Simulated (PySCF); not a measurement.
Correlation energy of Sb³⁺ (antimony, charge +3)

[Kr] 4d10 5s2, closed-shell 1S. Calculation: PySCF 2.14, in ANO-RCC-VTZP (7s6p4d2f1g, 68 functions); the spin-free X2C one-electron Hamiltonian (Gaussian nucleus). Frozen: [Kr] 4d10; 2 electrons correlated.

With two correlated electrons CCSD is exact within the correlated space (frozen core and kept virtual orbitals).

```csv
level,correlation energy (mhartree)
CCSD,-33.57
```

Diagnostics: T1 = 0.0022, D1 = 0.0031, largest double amplitude 0.096.

Task: Is a single reference adequate?

Result: Mostly. T1 lies below 0.03, but a double amplitude of this size points to a near-degeneracy that CCSD handles and MP2 describes poorly.
